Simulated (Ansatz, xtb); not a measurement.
## CH7NOSi3: which of two isomers lies lower

Structure I is `N#C[SiH2][SiH2][SiH2]O`, a singlet and structure II is `N#C[Si@@H]([SiH3])[SiH2]O`, a singlet. Both are isolated molecules in the gas phase, relaxed with PBE0-D3(BJ)/def2-SVP; each stands in its lowest conformer found.

Problem. Estimate which is lower in electronic energy at CCSD(T)/def2-SVP + ΔMP2/def2-TZVPP, and by roughly how much.

Solution. The CCSD(T)/def2-SVP + ΔMP2/def2-TZVPP calculation puts structure I lower, by 6.47 kJ/mol.

Level by level:

```csv
level,geometry,E(II) − E(I) (kJ/mol),departure from the last row (kJ/mol),"job, with rough time for the two"
PBE0-D3(BJ)/def2-SVP,PBE0-D3(BJ)/def2-SVP,+10.15,+3.68,"optimisation, 1.7 min"
HF/def2-SVP,PBE0-D3(BJ)/def2-SVP,+0.20,−6.27,part of the CCSD(T) run
MP2/def2-SVP,PBE0-D3(BJ)/def2-SVP,+6.48,+0.01,part of the CCSD(T) run
CCSD(T)/def2-SVP,PBE0-D3(BJ)/def2-SVP,+6.65,+0.18,single point
CCSD(T)/def2-SVP + ΔMP2/def2-TZVPP,PBE0-D3(BJ)/def2-SVP,+6.47,,"single point, 32 s"
```

As drawn, both hold the same kinds of bond in the same numbers.

HF/def2-SVP finds them nearly level. The largest departure from CCSD(T)/def2-SVP + ΔMP2/def2-TZVPP is that of HF/def2-SVP, 6.27 kJ/mol. Levels run at GFN2-xTB geometries aren't shown. The last row adds to CCSD(T) the change of the MP2 difference between the two basis sets, here −0.18 kJ/mol.

With thermal terms from frequencies at re-optimised GFN2-xTB minima (ideal gas, soft modes damped towards free rotors, one conformer each, 298.15 K, 1 atm): the zero-point term adds −1.06 kJ/mol; ΔH is +6.74 and ΔG +2.42 kJ/mol.

The correlated steps freeze 18 core orbitals. Mirror images aren't counted in ΔG. Programs: Ansatz 0.2.0, xtb 6.7.1; the last row on 2 threads of Intel(R) Xeon(R) 6975P-C (Granite Rapids) on a shared host.
